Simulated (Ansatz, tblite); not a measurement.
Removing and adding an electron: As(SMe)3 (C₃H₉AsS₃). The state is a singlet with charge 0. Geometry: PBE-D4/def2-SVP. Ansatz, gas phase; energy differences of separate SCF runs; the oxidised species was run as a doublet alone; the reduced species was run as a doublet alone.

```xyz
16

As    0.221    0.034   -0.042
S    -1.381    1.458   -0.797
C    -0.719    1.765   -2.480
H     0.313    2.169   -2.451
H    -1.382    2.522   -2.942
H    -0.748    0.842   -3.091
S    -0.540   -0.091    2.095
C     0.366    1.339    2.802
H     1.462    1.237    2.679
H     0.130    1.353    3.885
H     0.020    2.289    2.350
S    -0.770   -1.874   -0.775
C     0.565   -3.064   -0.364
H     1.522   -2.797   -0.855
H     0.234   -4.049   -0.747
H     0.708   -3.136    0.732
```

The xTB rows come from tblite. B3LYP takes the VWN-RPA correlation. HOMO above LUMO, or a gap near zero within one spin, warns that the state may not be the lowest or that an electron is smeared out.

Q: Estimate orbital energies and vertical ionisation energies and electron affinities at: GFN1-xTB; GFN2-xTB; PBE-D4/def2-TZVP; PBE-D4/def2-TZVPD; B3LYP-D4/def2-TZVP; PBE0-D4/def2-TZVP.

A: 
```tsv
level	−HOMO (eV)	vertical IE (eV)	−LUMO (eV)	vertical EA (eV)	HOMO–LUMO gap (eV)	IE − EA (eV)	remarks
GFN1-xTB	10.77	13.54	6.36	3.73	4.41	9.81	–
GFN2-xTB	9.98	12.33	6.38	4.09	3.60	8.24	–
PBE-D4/def2-TZVP	5.29	7.67	1.70	–	3.59	–	–
PBE-D4/def2-TZVPD	5.35	–	1.81	-0.08	3.54	–	HOMO above zero (-1 doublet), gap within one spin near zero (-1 doublet)
B3LYP-D4/def2-TZVP	6.18	8.01	1.09	–	5.09	–	–
PBE0-D4/def2-TZVP	6.39	8.03	0.90	–	5.49	–	–
```

   A HOMO above zero means that the electron is unbound at that level or that self-interaction error raises the level; the energy of removing that electron tells which. Raw xTB energy differences between charge states are shifted by several eV; the methods need an empirical correction for them. A negative affinity means that the extra electron isn't bound; its size then hangs on the basis.
